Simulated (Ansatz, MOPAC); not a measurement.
Molecule: CHSe2, net charge 1, singlet state. SMILES: [Se]=C=[SeH+]

Atoms: Se1, C2, Se3, H4. Bonds: Se1-C2, Se1-H4, C2-Se3.

Bond lengths (Å) and angles (degrees) optimised at PM3 with MOPAC; PM7 with MOPAC; B3LYP/LANL2DZ with Ansatz (a program for electronic structure), each started from the B3LYP-D3(BJ)/def2-TZVP structure (Ansatz) of the last column. A row stands for all coordinates that are equal there. No wavenumbers were computed at B3LYP/LANL2DZ, so these may be saddle points.

| coordinate | PM3 | PM7 | B3LYP/LANL2DZ | B3LYP-D3(BJ)/def2-TZVP |
|---|---|---|---|---|
| Se1-C2 | 1.723 | 1.779 | 1.817 | 1.789 |
| Se1-H4 | 1.514 | 1.474 | 1.504 | 1.485 |
| C2-Se3 | 1.474 | 1.529 | 1.669 | 1.643 |
| Se1-C2-Se3 | 172.3 | 175.2 | 175.6 | 175.4 |
| C2-Se1-H4 | 100.3 | 95.7 | 93.7 | 92.2 |

Mean signed difference of all 3 bond lengths from B3LYP-D3(BJ)/def2-TZVP: PM3 -0.069 Å, PM7 -0.045 Å, B3LYP/LANL2DZ 0.024 Å.
